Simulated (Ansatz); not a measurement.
B2As. Total charge 0; doublet. Geometry PBE-D4/def2-TZVP; atoms count from 1.

```xyz
3

B     0.1484   -0.1756   -1.0490
B    -0.6776   -0.5286    0.2005
As    0.5292    0.7043    0.8485
```

The structure comes from a short search, and lower isomers may exist.

**Question.** Estimate the Mulliken populations from the PBE0/def2-TZVP orbitals of Ansatz.

**Answer.** 
| atom | charge (e) | spin (α − β) |
| --- | --- | --- |
| B1 | -0.10 | 0.93 |
| B2 | -0.01 | 0.13 |
| As3 | 0.11 | -0.06 |
Mulliken values and Mayer orders depend strongly on the basis.

**Question.** Where does the spin sit?

**Answer.** Summed by element: B 1.06, As -0.06, of 1 unpaired in all. Largest on single atoms: B1 0.93, B2 0.13, As3 -0.06.

**Question.** And the Mayer bond orders between bonded heavy atoms (over 0.3)?

**Answer.** B1–B2 1.57 (1.54 Å); B1–As3 1.10 (2.13 Å); B2–As3 1.86 (1.84 Å).
